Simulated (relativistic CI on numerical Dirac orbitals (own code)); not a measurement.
Level scheme of Eu⁴⁷⁺

Computed by Dirac-Coulomb-Breit CI, separate exchange-only KLI orbitals for each configuration, model QED, unscaled Slater integrals (own radial code, finite nucleus).

CI space (outside the closed core [Ne]): 3s²3p⁴, 3s3p⁵, 3s²3p³3d, 3p⁶, 3s3p⁴3d, 3p⁵3d, 3s3p³3d², 3s²3p²3d4p, 3p⁵4s, 3s3p³3d4s, 3s²3p³4s, 3p⁵4p, 3s²3p²3d², 3s²3p3d³, 3s3p²3d³, 3s²3p3d²4s, 3p⁴3d², 3p³3d³, 3p³3d²4s, 3s²3p²3d4s, 3s3p²3d²4s, 3s²3p3d4s². Double excitations out of closed p, d and f shells are left out; levels of such configurations are missing from the list, as are those of other unlisted configurations, and high levels can miss mixing partners.

The lowest level is 3s²3p⁴ ³P2, with 69 % of that term; Hund's rules for 3s²3p⁴ give ³P with J = 2, in agreement.

| No. | Configuration | Term | J | E (Ry) | % | Next component (%) | Lifetime (s) |
| --- | --- | --- | --- | --- | --- | --- | --- |
| 1 | 3s²3p⁴ | ³P | 2 | 0.0000 | 69 | 30 ¹D |  |
| 2 | 3s²3p⁴ | ¹S | 0 | 1.1792 | 61 | 37 ³P | 9.51e-02 |
| 3 | 3s²3p⁴ | ³P | 1 | 11.7204 | 99 | 1 3s²3p²3d² ³P | 2.30e-08 |
| 4 | 3s²3p⁴ | ¹D | 2 | 12.3320 | 69 | 30 ³P | 4.73e-08 |
| 5 | 3s²3p³3d | ³D° | 2 | 14.0058 | 30 | 30 ³F° | 2.18e-10 |
| 6 | 3s²3p³3d | ³D° | 1 | 14.4489 | 29 | 27 ⁵D° | 1.10e-10 |
| 7 | 3s²3p³3d | ³P° | 0 | 14.5058 | 58 | 30 ⁵D° | 4.06e-07 |
| 8 | 3s²3p³3d | ³F° | 3 | 14.5276 | 28 | 20 ³D° | 6.61e-09 |
| 9 | 3s²3p³3d | ³F° | 4 | 17.0262 | 47 | 29 ⁵D° | 3.86e-06 |
| 10 | 3s²3p³3d | ³D° | 2 | 17.2011 | 31 | 30 ³P° | 2.52e-11 |
| 11 | 3s²3p³3d | ³D° | 3 | 18.5566 | 36 | 20 ¹F° | 4.10e-12 |
| 12 | 3s²3p³3d | ³D° | 1 | 19.1668 | 37 | 30 ³P° | 6.51e-12 |
| 13 | 3s3p⁵ | ³P° | 2 | 22.3823 | 79 | 6 3s²3p³3d ³D° | 3.42e-12 |
| 14 | 3s3p⁵ | ¹P° | 1 | 23.6486 | 35 | 29 ³P° | 2.72e-12 |
| 15 | 3s²3p⁴ | ³P | 0 | 24.4976 | 61 | 37 ¹S | 8.57e-09 |
| 16 | 3s²3p³3d | ³F° | 2 | 25.1857 | 45 | 28 ⁵D° | 1.55e-10 |
| 17 | 3s²3p³3d | ⁵D° | 0 | 25.2377 | 50 | 28 ¹S° | 1.85e-10 |
| 18 | 3s²3p³3d | ³D° | 1 | 25.2941 | 49 | 33 ⁵D° | 1.06e-11 |
| 19 | 3s²3p³3d | ³F° | 3 | 25.6688 | 34 | 29 ³G° | 7.03e-11 |
| 20 | 3s²3p³3d | ³G° | 4 | 26.2496 | 50 | 34 ¹G° | 1.61e-07 |
| 21 | 3s²3p³3d | ³F° | 2 | 26.9786 | 61 | 25 ¹D° | 9.82e-12 |
| 22 | 3s²3p³3d | ³D° | 3 | 27.7820 | 58 | 30 ⁵D° | 1.99e-12 |
| 23 | 3s²3p³3d | ⁵D° | 4 | 28.0009 | 51 | 21 ³G° | 2.97e-08 |
| 24 | 3s²3p³3d | ³D° | 3 | 28.0982 | 43 | 34 ³F° | 1.50e-12 |
| 25 | 3s²3p³3d | ³P° | 2 | 28.2631 | 34 | 24 ³D° | 6.66e-13 |
| 26 | 3s²3p³3d | ³S° | 1 | 28.4342 | 35 | 22 ³D° | 7.60e-13 |
| 27 | 3s²3p²3d² | ³F | 2 | 28.5925 | 38 | 26 ⁵G | 6.78e-11 |
| 28 | 3s²3p³3d | ³F° | 4 | 28.7528 | 71 | 27 ¹G° | 1.47e-07 |
| 29 | 3s²3p³3d | ³P° | 1 | 28.8104 | 44 | 24 ³D° | 2.23e-12 |
| 30 | 3s²3p³3d | ³P° | 0 | 28.8614 | 46 | 46 ¹S° | 5.87e-11 |
| 31 | 3s²3p³3d | ³G° | 5 | 28.9752 | 99 | 1 3s3p³3d² ³G° | 1.47e-07 |
| 32 | 3s²3p³3d | ³D° | 1 | 29.3680 | 38 | 35 ¹P° | 6.03e-13 |
| 33 | 3s²3p²3d² | ³P | 0 | 29.9866 | 55 | 31 ⁵D | 5.18e-11 |
| 34 | 3s²3p³3d | ³D° | 2 | 30.0434 | 49 | 34 ³P° | 8.54e-11 |
| 35 | 3s²3p³3d | ³F° | 3 | 30.4885 | 35 | 34 ¹F° | 4.79e-10 |
| 36 | 3s²3p³3d | ³D° | 2 | 30.6991 | 44 | 22 ³F° | 3.34e-12 |
| 37 | 3s²3p³3d | ¹P° | 1 | 31.0040 | 32 | 26 ³S° | 2.11e-12 |
| 38 | 3s²3p³3d | ¹F° | 3 | 31.1946 | 47 | 20 ³D° | 2.91e-12 |
| 39 | 3s²3p³3d | ¹D° | 2 | 31.6126 | 41 | 37 ³P° | 1.64e-12 |
| 40 | 3s²3p²3d² | ³F | 3 | 31.7218 | 29 | 25 ⁵G | 1.12e-11 |
| 41 | 3s²3p²3d² | ³P | 2 | 32.3773 | 22 | 15 ³F | 9.91e-12 |
| 42 | 3s²3p²3d² | ⁵D | 1 | 32.5631 | 34 | 32 ³P | 1.04e-11 |
| 43 | 3s²3p²3d² | ³F | 4 | 32.7252 | 25 | 19 ¹G | 7.90e-12 |
| 44 | 3s3p⁵ | ³P° | 0 | 34.3980 | 70 | 13 3s²3p³3d ³P° | 2.30e-12 |
| 45 | 3s3p⁴3d | ⁵D | 2 | 35.2769 | 37 | 19 ³D | 7.55e-12 |

Energies count from the lowest computed level; ° marks odd parity; lifetimes are radiative, by E1, M1, E2, M2, E3 decay to levels of this space only.

The mean weight of the leading LS term, summed over parents, in these 45 levels is 47 %, and that of the leading jj configuration (from the same eigenvectors) 89 %, so jj coupling describes them better and the LS labels are nominal.

At this charge energies of transitions that change n are usually good to better than 1 %, and those within a shell (Δn = 0) to a few per cent.

LS names give the leading component of a level, which can be under half, so a name can repeat, a term be missing and a line seem to break the LS rules.
